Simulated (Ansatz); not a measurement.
Consider the cleavage of the B–Si bond: `COB(C)[SiH3]` + H–F → `COB(C)F` + SiH₄.

Calculated with Ansatz (gas phase, PBE0-D4/def2-TZVP geometries, no zero-point term in ΔE). CBS: MP2 limit from def2 TZ/QZ plus the TZ coupled-cluster correction, frozen cores. This one scheme is used for every species. DFT in def2-TZVPP. B3LYP here is the variant with VWN-RPA as its local correlation; programs differ in this. Each species was taken in one conformer, which may not be the lowest.

| level | ΔE (kJ/mol) | difference from CCSD(T)/CBS |
| --- | --- | --- |
| BLYP-D4 | -168.6 | -2.3 |
| B97M-V | -179.0 | -12.7 |
| PBE0-D4 | -161.7 | 4.6 |
| r2SCANh-D4 | -175.1 | -8.8 |
| PBE0 | -167.1 | -0.8 |
| B3LYP | -183.5 | -17.2 |
| MP2/def2-SVP | -195.9 | -29.6 |
| HF/def2-QZVPP | -208.5 | -42.2 |
| MP2/CBS(def2) | -167.4 | -1.1 |
| CCSD/CBS(def2) | -171.4 | -5.1 |
| CCSD(T)/CBS | -166.3 | 0 |

Largest T1 diagnostic among the species: 0.014.

From BLYP to BHLYP (50 % exact exchange), in def2-TZVPP and without D4, ΔE moves by −13.3 kJ/mol. At CCSD(T), def2-SVP lies −26.4 kJ/mol from the extrapolated value and def2-TZVPP −4.9 kJ/mol. The D4 term adds +9.3 kJ/mol with B3LYP and +5.3 kJ/mol with PBE0; it sums over pairs of atoms, weighted by their polarisabilities, and B3LYP, whose exchange is more repulsive, gets the larger term.

CCSD(T)/CBS has its own doubt, a few kJ/mol and more with outer-core shells, so smaller differences from it don't rank the levels.
